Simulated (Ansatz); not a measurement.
Triphenylsulfonium (`c1ccc([S+](c2ccccc2)c2ccccc2)cc1`), relaxed with RKS PBE0-D4/def2-TZVP in Ansatz from a GFN2-xTB geometry. The force threshold is 0.005 eV/Å; the program also tests the step.

The species carries charge 1 and has multiplicity 1.

Start:

```xyz
34

C     0.512    0.426    4.287
C     1.342    1.336    3.654
C     1.368    1.402    2.272
C     0.558    0.551    1.533
S     0.723    0.781   -0.256
C    -0.936    1.151   -0.879
C    -2.056    0.355   -0.715
C    -3.261    0.776   -1.256
C    -3.343    1.973   -1.947
C    -2.215    2.763   -2.104
C    -1.006    2.353   -1.570
C     1.184   -0.831   -0.939
C     2.379   -0.805   -1.646
C     2.853   -1.969   -2.225
C     2.136   -3.147   -2.095
C     0.946   -3.161   -1.386
C     0.460   -2.002   -0.802
C    -0.273   -0.364    2.154
C    -0.290   -0.419    3.538
H     0.490    0.373    5.364
H     1.971    1.996    4.231
H     2.010    2.108    1.769
H    -2.023   -0.578   -0.181
H    -4.137    0.159   -1.132
H    -4.286    2.289   -2.364
H    -2.272    3.696   -2.641
H    -0.122    2.960   -1.687
H     2.929    0.118   -1.742
H     3.780   -1.951   -2.775
H     2.504   -4.056   -2.545
H     0.386   -4.077   -1.284
H    -0.468   -2.042   -0.259
H    -0.905   -1.034    1.598
H    -0.937   -1.130    4.029
```

| step | energy (eV) | largest force (eV/Å) | largest move (Å) |
| --- | --- | --- | --- |
| 1 | -29720.3970 | 1.431 | 0.000 |
| 2 | -29720.4530 | 0.470 | 0.061 |
| 3 | -29720.4718 | 0.121 | 0.033 |
| 4 | -29720.4739 | 0.053 | 0.019 |
| 5 | -29720.4743 | 0.013 | 0.011 |
| 6 | -29720.4751 | 0.049 | 0.031 |
| 7 | -29720.4782 | 0.367 | 0.195 |
| 8 | -29720.4866 | 0.274 | 0.027 |
| 9 | -29720.5200 | 0.123 | 0.195 |
| 10 | -29720.5511 | 0.236 | 0.195 |
| 11 | -29720.5668 | 0.323 | 0.195 |
| 12 | -29720.6167 | 0.202 | 0.074 |
| 13 | -29720.6598 | 0.060 | 0.200 |
| 14 | -29720.6801 | 0.203 | 0.195 |
| 15 | -29720.6902 | 0.155 | 0.117 |
| 16 | -29720.6979 | 0.080 | 0.068 |
| 17 | -29720.7003 | 0.024 | 0.064 |
| 18 | -29720.7007 | 0.025 | 0.046 |
| 19 | -29720.7009 | 0.009 | 0.011 |
| 20 | -29720.7009 | 0.006 | 0.004 |
| 21 | -29720.7009 | 0.002 | 0.004 |
| 22 | -29720.7010 | 0.004 | 0.013 |
| 23 | -29720.7010 | 0.004 | 0.007 |
| 24 | -29720.7010 | 0.003 | 0.009 |

End:

```xyz
34

C     0.492    0.259    4.175
C     0.709    1.522    3.643
C     0.815    1.688    2.272
C     0.683    0.572    1.455
S     0.810    0.874   -0.283
C    -0.836    1.245   -0.815
C    -1.950    0.885   -0.070
C    -3.204    1.208   -0.563
C    -3.329    1.875   -1.774
C    -2.203    2.233   -2.501
C    -0.941    1.926   -2.021
C     1.192   -0.695   -1.004
C     2.544   -1.004   -1.094
C     2.910   -2.225   -1.633
C     1.937   -3.105   -2.086
C     0.592   -2.772   -2.003
C     0.206   -1.559   -1.457
C     0.473   -0.699    1.969
C     0.378   -0.847    3.343
H     0.419    0.133    5.248
H     0.808    2.381    4.295
H     0.998    2.668    1.847
H    -1.843    0.374    0.878
H    -4.086    0.941    0.006
H    -4.314    2.126   -2.149
H    -2.304    2.763   -3.440
H    -0.054    2.213   -2.575
H     3.297   -0.304   -0.750
H     3.959   -2.484   -1.710
H     2.230   -4.055   -2.516
H    -0.163   -3.458   -2.367
H    -0.841   -1.287   -1.398
H     0.395   -1.558    1.314
H     0.219   -1.832    3.765
```

Hardware: 11 threads of an AMD EPYC 7R13 on a shared host and a whole NVIDIA H100 80 GB. Wall time 59 s, peak host memory 1.8 GiB.
